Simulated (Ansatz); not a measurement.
Reaction (SMILES): [CH2]NB(O)O -> C[N]B(O)O
Geometries: B3LYP-D3(BJ)/def2-TZVP minima from Ansatz (a quantum-chemistry and plane-wave program), one conformer each, not searched for the lowest. Frequencies are from Ansatz.

Wanted: isomerisation energy (enthalpy at 298 K, with B3LYP-D3(BJ) rigid-rotor harmonic-oscillator terms), in kcal/mol. Cores are frozen in the correlated levels unless marked. Open shells are spin-unrestricted. Spin-orbit coupling is left out. Non-relativistic. CBS(X,Y): correlation extrapolated as X^-3; Hartree-Fock from the larger set.

```tsv
level	program	isomerisation energy (kcal/mol)
SVWN5/def2-TZVPD	Ansatz	20.2
PBE-D3(BJ)/def2-TZVPD	Ansatz + dftd3	16.0
PBE0/def2-TZVP	Ansatz	15.5
CAM-B3LYP/def2-TZVPD	Ansatz	15.9
MP2/cc-pwCVTZ	Ansatz	18.7
```

Q: What does CCSD(T)/CBS(cc-pVTZ,cc-pVQZ) (Ansatz) give?

A: 16.6 kcal/mol, so MP2/cc-pwCVTZ differs from it by 2.1 kcal/mol.
